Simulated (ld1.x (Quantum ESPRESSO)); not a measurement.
## P, TM: configuration errors across variants

```json
{
  "Element": "P",
  "Generator": "ld1.x (Quantum ESPRESSO) 7.5",
  "Type": "norm-conserving Troullier–Martins (Kleinman–Bylander form)",
  "Functional": "PW91",
  "Relativity": "non-relativistic",
  "Frozen core": "[Ne]",
  "Valence charge": "5",
  "Reference configuration": "3s2 3p2 (charge +1)",
  "Partial waves": "3p (bound): rc 1.50 bohr; 3s (bound): rc 1.70 bohr",
  "Local potential": "the s channel",
  "Core correction": "none"
}
```

All-electron excitation energies from the reference (eV): (1) 3s2 3p3 -9.788; (2) 3s2 3p1 19.219; (3) 3s2 3p0 49.051; (4) 3s1 3p3 9.029; (5) 3s0 3p5 7.246; (6) 3s1 3p0 101.020; (7) 3s2 3p2.5 -5.986.

4 further variants failed, have other tests or another functional or relativity, and are left out.

Errors AE − PS in meV (a dash: test not solved or not reliable):

| change | (1) | (2) | (3) | (4) | (5) | (6) | (7) | bound ghosts |
| --- | --- | --- | --- | --- | --- | --- | --- | --- |
| base | +3.3 | +9.1 | +55 | +2.7 | +2.3 | +220 | +1.1 | none |
| wave 3s (bound): rc 1.70 bohr becomes 3s (bound): rc 1.26 bohr | +3.6 | +9.8 | +60 | +6.4 | +20 | +225 | +1.2 | none |
| type ultrasoft; waves now 3s (bound): rcut 1.50, rcutus 1.70 bohr; 3s channel at 2.95 Ry: rcut 1.50, rcutus 1.70 bohr; 3p (bound): rcut 1.30, rcutus 1.50 bohr; 3p channel at 0.45 Ry: rcut 1.30, rcutus 1.50 bohr; local potential all-electron potential smoothed inside 1.60 bohr (lloc = -1); augmentation PSQ, inside the norm-conserving radii | +3.2 | +7.8 | +62 | +16 | +70 | +149 | +1.6 | none |
| core correction a·sin(br)/r model core inside 0.60 bohr | +4.2 | +9.6 | +49 | -1.8 | -7.6 | +110 | +1.4 | none |
| wave 3p (bound): rc 1.50 bohr becomes 3p (bound): rc 1.66 bohr | +3.4 | +9.5 | +59 | +2.6 | +2.7 | +227 | +1.1 | none |
| core correction a·sin(br)/r model core inside 1.42 bohr | +3.5 | +7.9 | +43 | -1.0 | -3.5 | +119 | +1.1 | none |
| wave 3s (bound): rc 1.70 bohr becomes 3s (bound): rc 2.20 bohr | +10 | +22 | +114 | -1.6 | +16 | +226 | +3.2 | none |

Question: Give the same row for: all radii scaled by about 0.88 (s 1.50, p 1.32 bohr).

Answer: +2.8, +7.3, +45, +5.9, +15, +203, +0.9; bound ghosts: none.
